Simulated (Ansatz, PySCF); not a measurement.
Molecule: GeS, charge 0, multiplicity 1. 
Structure (B3LYP-D3(BJ)/def2-TZVP (Ansatz, a program for electronic structure) minimum search):
```
Ge
S 1 2.0285
```
Charge 0, spin multiplicity 1.

Dipole moments at this geometry, in debye (magnitudes).

```json
[
 {"level": "HF/def2-TZVPD", "program": "PySCF", "dipole (D)": "2.87"},
 {"level": "BHLYP/def2-TZVPD", "program": "Ansatz", "dipole (D)": "2.53"},
 {"level": "r2SCANh/def2-TZVPD", "program": "Ansatz", "dipole (D)": "2.14"},
 {"level": "M06-2X/def2-TZVPD", "program": "PySCF", "dipole (D)": "2.48"},
 {"level": "CAM-B3LYP/def2-TZVPD", "program": "PySCF", "dipole (D)": "2.42"},
 {"level": "CCSD(T)/def2-SVPD", "program": "Ansatz", "dipole (D)": "1.98"}
]
```
